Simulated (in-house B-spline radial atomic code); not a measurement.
A calculation on neutral chlorine: its settings, and results tabulated from the run. Computed with an all-electron radial atomic-structure program (B-spline basis): non-relativistic Hartree-Fock, spin-polarised, averaged over the determinants with the given up and down occupations, point nucleus.

Command:
```bash
python run_scf.py task.json out
```
Settings:
```
Z                17
configuration    [Ne] 3s2 3p5
hamiltonian      nr
method           hf
spin_polarised   True
```

Output (hartree, bohr):
```
 radial grid: 55 intervals, B-splines of order 8, outer radius 50 bohr

 iter        energy (Eh)    residual
    1       -457.2894967    2.81e-01
    2       -459.1386015    8.87e-02
    3       -459.4368105    3.23e-02
    4       -459.4760507    1.25e-02
    5       -459.4819710    2.92e-03
    6       -459.4825435    5.65e-04
    7       -459.4825797    3.02e-04
    8       -459.4825868    8.14e-05
    9       -459.4825873    1.51e-05
   10       -459.4825873    8.06e-07
   11       -459.4825873    1.25e-07

 total energy                     -459.482587
 kinetic                            459.48259
 electron-nucleus                 -1094.34834
 electron-electron                  175.38316

 orbital      occ     eigenvalue          <r>       <r^2>       <1/r>     <1/r^3>       r_max
 1s up      1.000     -104.89060    0.0913005   0.0112014     16.5591           -     0.05995
 1s down    1.000     -104.87854    0.0912905   0.0111986     16.5603           -     0.05994
 2s up      1.000      -10.61335     0.441775    0.231315     3.31472           -       0.362
 2s down    1.000      -10.60196     0.441657    0.231077     3.31405           -      0.3621
 2p up      3.000       -8.08311     0.405171    0.203667     3.20469     100.611      0.3029
 2p down    3.000       -8.06173      0.40591    0.204493      3.1999     100.265      0.3033
 3s up      1.000       -1.13511      1.55014     2.78888    0.877297           -       1.289
 3s down    1.000       -1.01103      1.56174     2.83998    0.872252           -       1.289
 3p up      3.000       -0.52919      1.82497     3.97222    0.737262     6.77957       1.435
 3p down    2.000       -0.47337      1.86895     4.19728    0.725089      6.6278       1.445
```

Time taken, with all properties: 0.18 s on 1 thread of Arm Neoverse V2, with other jobs on the host.
